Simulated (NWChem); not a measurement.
System: CH6O2Si2; SMILES [SiH3][SiH]1OCO1

```xyz
11

Si     0.2274     2.0748     0.0000
Si    -0.6185    -0.1221     0.0000
O      0.0808    -1.1911    -1.1144
C      0.5842    -1.9510     0.0000
O      0.0808    -1.1911     1.1144
H     -0.2521     2.8007     1.2093
H      1.7145     2.0592     0.0000
H     -0.2521     2.8007    -1.2093
H     -2.1120    -0.1324     0.0000
H      1.6807    -1.9706     0.0000
H      0.1734    -2.9676     0.0000
```
Atoms are numbered in this order, from 1.

Results from NWChem. All runs use the structure optimised with B3LYP/6-31G* (spherical d). Isolated, static molecule.

GIAO at PBE0/pcSseg-1: principal shieldings of C4 are 48.5, 63.0, 113.6 ppm; an isolated tetramethylsilane molecule has σ = 185.2 ppm at the same levels.

Problem. Find the isotropic 13C shift, its principal values, the span and the skew.

Solution. 
1. σ(iso) = one third of the sum = 75.0 ppm.
2. δ = σ(reference) − σ = 110.2 ppm against tetramethylsilane.
3. δ11, δ22, δ33 = 136.7, 122.2, 71.6 ppm.
4. Span Ω = δ11 − δ33 = 65.1 ppm; skew κ = 3(δ22 − δ(iso))/Ω = 0.55.
